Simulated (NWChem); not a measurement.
A series in which one site is exchanged, each optimised at PBE0/def2-SVP with NWChem, gas phase unless a solvent is named. For some, no frequency run checked for a minimum. def2 effective core potentials on Sn; no spin-orbit coupling.

A: [F][Sn]([F])([F])[Br] (SnBrF₃; site = Br)
B: [F][Sn]([F])([F])[Cl] (SnClF3; site = Cl)
C: [F][Sn]([F])([F])[F] (SnF4; site = F)
D: [F][SnH]([F])[F] (SnHF$_{3}$; site = H)

```json
[
 {"quantity": "dipole (D), PBE0/def2-SVP", "A": "2.11", "B": "1.40", "C": "0.00", "D": "…"},
 {"quantity": "orbital gap (eV), PBE0/def2-SVP", "A": "6.25", "B": "6.88", "C": "8.30", "D": "…"},
 {"quantity": "static polarisability, PBE/def2-SVPD (bohr³)", "A": "59.7", "B": "51.6", "C": "37.0", "D": "…"},
 {"quantity": "lowest singlet excitation, PBE/def2-SVPD, TDA (eV)", "A": "4.05", "B": "4.54", "C": "5.41", "D": "…"}
]
```

Q: Fill in the missing entries.

A: 
- dipole (D), PBE0/def2-SVP, D: 3.37
- orbital gap (eV), PBE0/def2-SVP, D: 8.67
- static polarisability, PBE/def2-SVPD (bohr³), D: 37.9
- lowest singlet excitation, PBE/def2-SVPD, TDA (eV), D: 6.16
